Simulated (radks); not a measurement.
Bi+, configuration [Xe] 4f14 5d10 6p4 (not the ground configuration). Method: Dirac Kohn-Sham, PBE, spin-unpolarised, spherical densities, point nucleus; open shells fill j = l - 1/2 first; computed with a radial shooting solver on a logarithmic mesh with Libxc functionals.

Radial electron density D(r) = 4 pi r^2 rho(r):

r (bohr),D(r) (e/bohr)
0.003239,60.78
0.00377,70.85
0.004389,81.42
0.00511,92.05
0.005949,102.1
0.006981,111.4
0.008127,118.0
0.009461,121.8
0.01101,122.5
0.01282,120.2
0.01493,115.8
0.01738,111.1
0.02023,108.3
0.02355,109.8
0.02742,116.9
0.03192,129.0
0.03746,143.6
0.04361,153.9
0.05076,156.0
0.0591,148.6
0.0688,135.7
0.08009,125.5
0.09324,125.5
0.1085,135.6
0.1264,146.4
0.1471,145.1
0.1726,125.5
0.201,100.2
0.234,85.32
0.2724,87.83
0.3171,97.74
0.3691,98.51
0.4297,83.50
0.5003,60.43
0.5824,41.31
0.678,31.37
0.7893,27.56
0.9263,24.30
1.078,19.45
1.255,13.77
1.461,8.926
1.701,5.692
1.981,3.838
2.306,2.766
2.684,1.992
3.125,1.319
3.638,0.7544
4.269,0.3451
4.97,0.1332
5.786,0.04059
6.736,0.009342
7.841,0.001560
9.129,0.0001818

D(r) has 4 maxima, at r = 0.0106, 0.0488, 0.135, 0.346 bohr, and minima at 0.0209, 0.0868, 0.245 bohr, inside which lie 2.04, 11.06, 30.08 electrons.
